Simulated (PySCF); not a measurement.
Two species compared at the same levels of theory.

First species: WS2Cl2 (singlet state).
Structure used (PBE0-D3(BJ)/def2-SVP), in Å, numbered top down from 1:
```xyz
5
Cl2S2W angstrom
W     -0.0127    0.0003   -0.0032
S      0.0342   -0.0272    2.1116
S      1.9900    0.0111   -0.6783
Cl    -1.0105    1.9070   -0.6890
Cl    -1.0011   -1.8913   -0.7412
```

Second species: C₄H₆O₂Se.
InChI=1S/C4H6O2Se/c5-3-6-4-1-2-7-4/h3-4H,1-2H2/t4-/m0/s1

Levels: B3LYP/def2-SVPD for dipole moment, HOMO energy, LUMO energy, HOMO–LUMO gap and static isotropic polarisability; TDDFT B3LYP/def2-SVPD for lowest singlet excitation; PBE0-D3(BJ)/def2-SVP for rotational constant A and rotational constant C. Geometries: PBE0-D3(BJ)/def2-SVP. All species are isolated and taken at one optimised geometry (atoms past krypton carry core potentials, spin–orbit coupling is left out). Electronic properties by PySCF.

Dipoles, sizes and rotational constants follow the conformer. The torsions of the flexible species, by atom-mapped SMILES:
- `[O:1]=[CH:2][O:3][C@@H:4]1[CH2:5][CH2:6][Se:7]1`: O1–C2–O3–C4 -1°, C2–O3–C4–C5 165°

```csv
property,column X,column Y
dipole moment,0.53 D,3.13 D
HOMO energy,-7.55 eV,-6.21 eV
LUMO energy,-3.87 eV,-0.99 eV
HOMO–LUMO gap,3.68 eV,5.22 eV
lowest singlet excitation,2.72 eV,4.01 eV
static isotropic polarisability,111.9 au,80.8 au
rotational constant A,1.295 GHz,3.195 GHz
rotational constant C,1.106 GHz,1.086 GHz
```

(1) Which column belongs to which species?

(2) How does each property change from the first species to the second?

Results:

(1) Column X is the first species and column Y the second. The first has 5 atoms and 140 electrons, the second 13 and 80.

(2) dipole moment +2.60 D; HOMO energy +1.34 eV; LUMO energy +2.88 eV; HOMO–LUMO gap +1.54 eV; lowest singlet excitation +1.29 eV; static isotropic polarisability -31.1 au; rotational constant A +1.900 GHz; rotational constant C -0.020 GHz.

On the first: A dipole of 0.53 D is allowed in C2v, and pure rotational transitions are dipole-allowed. 2 of the 10 computed singlets lie in the visible range (750 to 380 nm, 1.65 to 3.26 eV), with an oscillator strength of 0.011 in sum. Atoms past krypton carry effective core potentials; spin–orbit coupling is left out.

On the second: The principal polarisabilities are 65.1, 84.1 and 93.4 au; their mean is the isotropic value. S1 lies 1.21 eV below the HOMO–LUMO gap; its leading configuration is HOMO→LUMO, weight 0.93. Relativistic effects, spin–orbit coupling among them, are left out although an element past zinc is present.
